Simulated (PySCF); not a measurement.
Task: What does the PBE0-D3(BJ)/def2-SVP structure of InChI=1S/C2H8OSeSi/c1-2-5(3)4/h3-5H,2H2,1H3/t5-/m0/s1 look like in three dimensions?

Result: 
Z-matrix in Å and degrees, rows numbered from 1:
```
C 
C   1  1.5269
Si  2  1.8660  1  113.44
O   3  1.6675  2  105.75  1    54.57
Se  3  2.2950  2  110.17  1   174.84
H   1  1.1011  2  111.56  3  -178.60
H   1  1.1004  2  111.05  3   -58.27
H   1  1.1018  2  111.53  3    61.39
H   2  1.1041  1  110.71  3   120.89
H   2  1.1035  1  111.43  3  -121.46
H   3  1.4957  2  112.36  1   -67.02
H   4  0.9618  3  116.34  2   166.74
H   5  1.4694  3   92.98  2   135.44
```

O4 (silanol oxygen) is bent (angle 116.3°). Si3 (oxygen-bound silicon) is distorted tetrahedral (angles from 105.8° to 112.4°). Of the pairs four or more bonds apart, O4···H7 is among the closest relative to their van der Waals radii: 2.83 Å, 104 % of the sum of Bondi's values.

Theory: PBE0-D3(BJ)/def2-SVP geometry optimisation, gas phase (PySCF).

Point group: C1 (no symmetry element, even within 0.4 Å). Whether it is a minimum is left open (no frequencies). The numbers are those of one conformer (C1–C2–Si3–O4 55°, C2–Si3–O4–H 167°, C2–Si3–Se5–H 135°).
